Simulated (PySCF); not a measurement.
## ZrOCl + 2 HCl → ZrCl₃ + H₂O

Level: PBE0 in the def2-TZVP basis family, computed in PySCF with density fitting; scalar-relativistic core potentials for atoms from Rb on, none lighter, no spin–orbit coupling; open shells unrestricted.

| species | state and structure | E (Eh) | ZPE (kJ/mol) | H(298 K) − H(0) (kJ/mol) | S° (J/(mol K)) |
| --- | --- | --- | --- | --- | --- |
| ZrOCl | doublet, Cs, Zr–Cl 2.352 Å, Zr–O 1.722 Å; Cl–Zr–O 109.8° | -582.36426 | 9.4 | 12.4 | 296.6 |
| HCl | singlet, C∞v, H–Cl 1.279 Å | -460.66440 | 17.9 | 8.7 | 186.6 |
| ZrCl₃ | doublet, D3h, Zr–Cl 2.328 Å (×3) | -1427.44599 | 8.7 | 18.4 | 349.0 |
| H₂O | singlet, C2v, O–H 0.960 Å (×2); H–O–H 105.1° | -76.37736 | 56.5 | 9.9 | 188.7 |

(1) What is the electronic reaction energy?

(2) Add zero-point, thermal and entropy terms for 298.15 K and 1 bar.

## Answers

(1) At PBE0/def2-TZVP, ΔE = -342.1 kJ/mol from the differences of the total energies times 2625.5, downhill. 

(2) ΔZPE = 20.0 and Δ[H(298) − H(0)] = -1.5 kJ/mol give ΔH° = -323.6 kJ/mol. ΔS° = -132.1 J/(mol K), so ΔG° = -323.6 − 298.15 × (-0.1321) = -284 kJ/mol. ΔG° would change sign near 2450 K if ΔH° and ΔS° stayed fixed.

Open d or f shells are single determinants, so the state found may not be the ground state. Only the bonding shown was studied: isomers, or loss of a ligand pair, can lie lower.
